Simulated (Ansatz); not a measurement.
Relaxation of F$_{3}$H$_{3}$W (7 atoms, charge 0, multiplicity 1), to a largest force component of 0.02 eV/Å in at most 40 steps.

Theory: Ansatz 0.2.0, RKS BLYP-D4/def2-SVP.

```xyz
7
Properties=species:S:1:pos:R:3
W 0.000 0.000 0.000
H 0.000 0.000 1.720
F 1.850 0.000 0.000
H 0.000 1.720 0.000
H -1.720 0.000 0.000
F 0.000 -1.850 0.000
F 0.000 0.000 -1.850
```

Task: Where does it end, and by what steps?

Result: The forces met the threshold. After 7 steps the energy has fallen by 2.444 eV; W1 moved furthest, 0.43 Å.

| step | energy less start (eV) | largest force component (eV/Å) | accepted |
| --- | --- | --- | --- |
| 0 | 0.0000 | 1.758 | yes |
| 1 | -1.1256 | 1.137 | yes |
| 2 | -1.8497 | 1.501 | yes |
| 3 | -2.2872 | 1.007 | yes |
| 4 | -2.3916 | 0.725 | yes |
| 5 | -2.4270 | 0.218 | yes |
| 6 | -2.4434 | 0.047 | yes |
| 7 | -2.4438 | 0.004 | yes |

```xyz
7
Properties=species:S:1:pos:R:3
W 0.250 -0.250 -0.250
H -0.109 0.109 1.367
F 1.995 0.264 0.264
H -0.109 1.367 0.109
H -1.367 0.109 0.109
F -0.264 -1.995 0.264
F -0.264 0.264 -1.994
```

Whether the end is a true minimum wasn't checked by a vibrational analysis.

The run took 15 s on 1 thread of Intel(R) Xeon(R) 6975P-C (Granite Rapids), on a shared host, peak memory 0.14 GiB.
